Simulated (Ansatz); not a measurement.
The cluster Ag4⁺, relaxed as a doublet with UKS PBE0-D4/def2-SVP in Ansatz, starting from the GFN1-xTB geometry. Force threshold 0.02 eV/Å.

In the def2 sets Ag takes a core potential; there is no spin–orbit coupling. The relaxation made no stability test and no search for a lower SCF solution. No other spin state of charge 1 was run. Another isomer (doublet) lies 0.28 eV lower at PBE0-D4/def2-TZVP; other spin states weren't run for this one.

Start:

| atom | x (Å) | y (Å) | z (Å) |
| --- | --- | --- | --- |
| Ag1 | -0.196 | 0.688 | 1.553 |
| Ag2 | -1.098 | -1.294 | -0.204 |
| Ag3 | 1.595 | -0.587 | -0.164 |
| Ag4 | -0.301 | 1.193 | -1.185 |

Task: Estimate the energy that the relaxation releases and the steps that it takes.

Result: 4.7 kcal/mol, in 4 steps; 17 s on 4 threads of Arm Neoverse V2 on a shared host. No frequencies were taken in this run, so the end may be a saddle point.

Task: Does the start keep its bonding and symmetry?

Result: By distances, no bond broke or formed. The bond that changes most is Ag2–Ag4, from 2.79 to 2.97 Å (atoms count from 1). Point group C2v at the start, D2d at the end, both within 0.05 Å.

Task: Predict the relaxed structure.

Result: 
```xyz
4

Ag   -0.243    0.861    1.512
Ag   -0.986   -1.436   -0.232
Ag    1.565   -0.764   -0.199
Ag   -0.337    1.339   -1.081
```
Bond lengths (bridged metal pairs left out): 6 × Ag–Ag 2.64 to 2.98 Å.
